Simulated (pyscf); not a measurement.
Structures and frequencies: ωB97X-D3(BJ)/def2-SVP in PySCF.

SMILES: [GeH3][GeH2][OH]
```xyz
9

O     -0.1748    -0.9798    -0.9921
Ge     0.9094    -0.0343     0.0752
Ge    -0.1547     2.1053     0.2681
H      0.1483    -1.8721    -1.1611
H      1.0448    -0.7470     1.4379
H      2.3108     0.0613    -0.5650
H     -1.5502     1.9467     0.8870
H     -0.2832     2.7590    -1.1146
H      0.6869     3.0212     1.1726
```
Charge 0, spin multiplicity 1.

Q: How much does it cost (ΔH, 298 K, ωB97M-D3(BJ)/def2-TZVP) to split `[OH][GeH2][GeH3]` at its Ge–Ge bond into HO–GeH₂• + GeH₃•?

A: Ge–Ge to HO–GeH₂• + GeH₃•: 65.8 kcal/mol. The 7 functionals that were run give +61.4 (M06-2X) to +74.7 kcal/mol (ωB97X-D3(BJ)). Other isomers of HO–GeH₂• were not searched in full and may lie lower. Elements up to Kr have no core potential and no relativistic terms here.
